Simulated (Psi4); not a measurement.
C3H7, charge -1, singlet, at a GFN2-xTB geometry (a gas-phase anion, which may not be bound at this level); CAM-B3LYP/6-31G** in Psi4.

Here is a job for Psi4.
```
memory 2 GB

molecule mol {
-1 1
  C    -0.107805    0.000543    0.680041
  C    -0.021906    1.233441   -0.218470
  C    -0.006462   -1.234393   -0.214053
  H     0.843090    0.007604    1.300384
  H     0.012964    2.153589    0.381103
  H     0.039908   -2.151880    0.388809
  H     0.857628    1.285900   -0.921854
  H    -0.913313    1.303024   -0.860491
  H    -0.896914   -1.317425   -0.855800
  H     0.873675   -1.278357   -0.917264
}

set basis 6-31g**
set reference rks

energy('cam-b3lyp')
print_variables()
```

What does Psi4 print? Leave out banner, timings and long lists.


```
   => Loading Basis Set <=

    Name: 6-31G**
    Role: ORBITAL
    Keyword: BASIS

         ---------------------------------------------------------
                                   SCF
               by Justin Turney, Rob Parrish, Andy Simmonett
                          and Daniel G. A. Smith
                              RKS Reference
         ---------------------------------------------------------

  ==> Geometry <==

    Molecular point group: c1
    Full point group: C1

    Geometry (in Angstrom), charge = -1, multiplicity = 1:

       Center              X                  Y                   Z               Mass
    ------------   -----------------  -----------------  -----------------  -----------------
         C           -0.088976782989     0.000599527749     0.645817573326    12.000000000000
         C           -0.003077782989     1.233497527749    -0.252693426674    12.000000000000
         C            0.012366217011    -1.234336472251    -0.248276426674    12.000000000000
         H            0.861918217011     0.007660527749     1.266160573326     1.007825032230
         H            0.031792217011     2.153645527749     0.346879573326     1.007825032230
         H            0.058736217011    -2.151823472251     0.354585573326     1.007825032230
         H            0.876456217011     1.285956527749    -0.956077426674     1.007825032230
         H           -0.894484782989     1.303080527749    -0.894714426674     1.007825032230
         H           -0.878085782989    -1.317368472251    -0.890023426674     1.007825032230
         H            0.892503217011    -1.278300472251    -0.951487426674     1.007825032230

  Running in c1 symmetry.

  Rotational constants: A =      1.06546  B =      0.29755  C =      0.26143 [cm^-1]
  Rotational constants: A =  31941.71951  B =   8920.33493  C =   7837.32816 [MHz]
  Nuclear repulsion =   75.089002762638600

  Charge       = -1
  Multiplicity = 1
  Electrons    = 26
  Nalpha       = 13
  Nbeta        = 13

  ==> Algorithm <==

  SCF Algorithm Type is DF.
  DIIS enabled.
  MOM disabled.
  Fractional occupation disabled.
  Guess Type is SAD.
  Energy threshold   = 1.00e-06
  Density threshold  = 1.00e-06
  Integral threshold = 1.00e-12

  ==> Primary Basis <==

  Basis Set: 6-31G**
    Blend: 6-31G**
    Number of shells: 39
    Number of basis functions: 80
    Number of Cartesian functions: 80
    Spherical Harmonics?: false
    Max angular momentum: 2

  ==> DFT Potential <==

   => LibXC <=

    Version 7.1.2
    S. Lehtola, C. Steigemann, M. J. T. Oliveira, and M. A. L. Marques,  SoftwareX 7, 1–5 (2018) (10.1016/j.softx.2017.11.002)

   => Composite Functional: CAM-B3LYP <=

    CAM-B3LYP Hyb-GGA Exchange-Correlation Functional

    T. Yanai, D. P. Tew, and N. C. Handy,  Chem. Phys. Lett. 393, 51 (2004) (10.1016/j.cplett.2004.06.011)

    Deriv               =              1
    GGA                 =           TRUE
    Meta                =          FALSE

    Exchange Hybrid     =           TRUE
    MP2 Hybrid          =          FALSE

   => Exchange Functionals <=

    0.3500         Becke 88 [omega = 0.3300]
    0.4600   Short-range recipe for B88 functional - erf [omega = 0.3300]

   => Exact (HF) Exchange <=

    0.4600            HF,LR [omega = 0.3300]
    0.1900               HF

   => Correlation Functionals <=

    0.1900   Vosko, Wilk & Nusair (VWN5)
    0.8100   Lee, Yang & Parr

   => LibXC Density Thresholds  <==

    XC_HYB_GGA_XC_CAM_B3LYP:  1.00E-14

   => Molecular Quadrature <=

    Radial Scheme          =       TREUTLER
    Pruning Scheme         =           NONE
    Nuclear Scheme         =       TREUTLER

    Blocking Scheme        =         OCTREE
    BS radius alpha        =              1
    Pruning alpha          =              1
    Radial Points          =             75
    Spherical Points       =            302
    Total Points           =         214448
    Total Blocks           =           1652
    Max Points             =            256
    Max Functions          =             80
    Weights Tolerance      =       1.00E-15

   => Loading Basis Set <=

    Name: (6-31G** AUX)
    Role: JKFIT
    Keyword: DF_BASIS_SCF

  ==> Integral Setup <==

  SCF_SUBTYPE=INCORE selected. In-core MEM_DF algorithm will be used.
  Using in-core AOs.

  ==> MemDFJK: Density-Fitted J/K Matrices <==

    J tasked:                   Yes
    K tasked:                   Yes
    wK tasked:                  Yes
    Omega:                3.300E-01
    Algorithm:                 Core
    Schwarz Cutoff:           1E-12
    Mask sparsity (%):       0.5000
    Fitting Condition:        1E-10

   => Auxiliary Basis Set <=

  Basis Set: (6-31G** AUX)
    Blend: CC-PVDZ-JKFIT
    Number of shells: 135
    Number of basis functions: 418
    Number of Cartesian functions: 418
    Spherical Harmonics?: false
    Max angular momentum: 3

  Minimum eigenvalue in the overlap matrix is 6.1326906264E-03.
  Reciprocal condition number of the overlap matrix is 9.0630200040E-04.
    Using symmetric orthogonalization.

  ==> Pre-Iterations <==

  SCF Guess: Superposition of Atomic Densities via on-the-fly atomic UHF (no occupation information).

   -------------------------
    Irrep   Nso     Nmo
   -------------------------
     A         80      80
   -------------------------
    Total      80      80
   -------------------------

  ==> Iterations <==

                           Total Energy        Delta E     RMS |[F,P]|

   @DF-RKS iter SAD:  -117.59466062336644   -1.17595e+02   0.00000e+00
   @DF-RKS iter   1:  -117.96519689044422   -3.70536e-01   1.02604e-02 DIIS/ADIIS
   @DF-RKS iter   2:  -117.97235229129063   -7.15540e-03   1.03573e-02 DIIS/ADIIS
   @DF-RKS iter   3:  -118.35517767320830   -3.82825e-01   5.49522e-04 DIIS/ADIIS
   @DF-RKS iter   4:  -118.35582431676691   -6.46644e-04   3.55967e-04 DIIS/ADIIS
   @DF-RKS iter   5:  -118.35623399224285   -4.09675e-04   5.19248e-05 DIIS
   @DF-RKS iter   6:  -118.35624493400590   -1.09418e-05   8.26244e-06 DIIS
   @DF-RKS iter   7:  -118.35624569927472   -7.65269e-07   2.42062e-06 DIIS
   @DF-RKS iter   8:  -118.35624580412551   -1.04851e-07   7.35887e-07 DIIS
  Energy and wave function converged.

  ==> Post-Iterations <==

   Electrons on quadrature grid:
      Ntotal   =   25.9999812739 ; deviation = -1.873e-05

    Orbital Energies [Eh]
    ---------------------

    Doubly Occupied:

       1A    -10.021110     2A    -10.021098     3A     -9.934894
       4A     -0.593050     5A     -0.521709     6A     -0.372272
       7A     -0.268540     8A     -0.249156     9A     -0.226599
      10A     -0.209681    11A     -0.135806    12A     -0.124195
      13A      0.060822

    Virtual:

      14A      0.349567    15A      0.393205    16A      0.404398
      17A      0.421524    18A      0.444372    19A      0.448912
      20A      0.451451    21A      0.528510    22A      0.582771
      23A      0.807361    24A      0.811225    25A      0.865932
      26A      0.867496    27A      0.885335    28A      0.947109
      29A      1.034528    30A      1.036369    31A      1.046084
      32A      1.105793    33A      1.141881    34A      1.160781
      35A      1.170064    36A      1.177840    37A      1.219630
      38A      1.236286    39A      1.293122    40A      1.598422
      41A      1.650065    42A      1.677749    43A      1.682814
      44A      1.859321    45A      1.950597    46A      2.093627
      47A      2.172753    48A      2.186557    49A      2.231632
      50A      2.317881    51A      2.342290    52A      2.349024
      53A      2.361549    54A      2.387656    55A      2.410297
      56A      2.422377    57A      2.563562    58A      2.644739
      59A      2.649634    60A      2.656180    61A      2.834880
      62A      2.856180    63A      2.898200    64A      2.947167
      65A      3.037725    66A      3.072244    67A      3.149139
      68A      3.159970    69A      3.185967    70A      3.194590
      71A      3.413885    72A      3.479348    73A      3.597032
      74A      3.716192    75A      3.727407    76A      3.757017
      77A      3.818191    78A      4.586896    79A      4.788719
      80A      4.911548

    Final Occupation by Irrep:
              A
    DOCC [    13 ]
    NA   [    13 ]
    NB   [    13 ]

  @DF-RKS Final Energy:  -118.35624580412551

   => Energetics <=

    Nuclear Repulsion Energy =             75.0890027626386001
    One-Electron Energy =                -312.4663914265340736
    Two-Electron Energy =                 132.5752621293998743
    DFT Exchange-Correlation Energy =     -13.5541192696299024
    Empirical Dispersion Energy =           0.0000000000000000
    VV10 Nonlocal Energy =                  0.0000000000000000
    Total Energy =                       -118.3562458041255212

Computation Completed

Properties will be evaluated at   0.000000,   0.000000,   0.000000 [a0]

Properties computed using the SCF density matrix

 Multipole Moments:

 ------------------------------------------------------------------------------------
     Multipole            Electronic (a.u.)      Nuclear  (a.u.)        Total (a.u.)
 ------------------------------------------------------------------------------------

 L = 1.  Multiply by 2.5417464519 to convert [e a0] to [Debye]
 Dipole X            :         -0.7074976            0.8895043            0.1820068
 Dipole Y            :         -0.0027846            0.0026724           -0.0001121
 Dipole Z            :          0.9184313           -1.6168320           -0.6984008
 Magnitude           :                                                    0.7217272

 ------------------------------------------------------------------------------------

  Variable Map:
  ----------------------------------------------------------------------------
  "CURRENT ENERGY"              =>    -118.356245804126
  "CURRENT REFERENCE ENERGY"    =>    -118.356245804126
  "DD SOLVATION ENERGY"         =>       0.000000000000
  "DFT FUNCTIONAL TOTAL ENERGY" =>    -118.356245804126
  "DFT TOTAL ENERGY"            =>    -118.356245804126
  "DFT VV10 ENERGY"             =>       0.000000000000
  "DFT XC ENERGY"               =>     -13.554119269630
  "GRID ELECTRONS ALPHA"        =>      12.999990636947
  "GRID ELECTRONS BETA"         =>      12.999990636947
  "GRID ELECTRONS TOTAL"        =>      25.999981273894
  "NUCLEAR REPULSION ENERGY"    =>      75.089002762639
  "ONE-ELECTRON ENERGY"         =>    -312.466391426534
  "PCM POLARIZATION ENERGY"     =>       0.000000000000
  "PE ENERGY"                   =>       0.000000000000
  "SCF ITERATION ENERGY"        =>    -118.356245804126
  "SCF ITERATIONS"              =>       8.000000000000
  "SCF TOTAL ENERGY"            =>    -118.356245804126
  "TWO-ELECTRON ENERGY"         =>     132.575262129400
  "XC GRID RADIAL POINTS"       =>      75.000000000000
  "XC GRID SPHERICAL POINTS"    =>     302.000000000000
  "XC GRID TOTAL POINTS"        =>  214448.000000000000

  Array Variable Map:
  ----------------------------------------------------------------------------
  "CURRENT DIPOLE"              =>       0.182006767120 ... -0.698400757590 1 by 3
  "SCF DIPOLE"                  =>       0.182006767120 ... -0.698400757590 1 by 3
  "SCF TOTAL ENERGIES"          =>    -117.594660623366 ... -118.356245804126 1 by 9
```
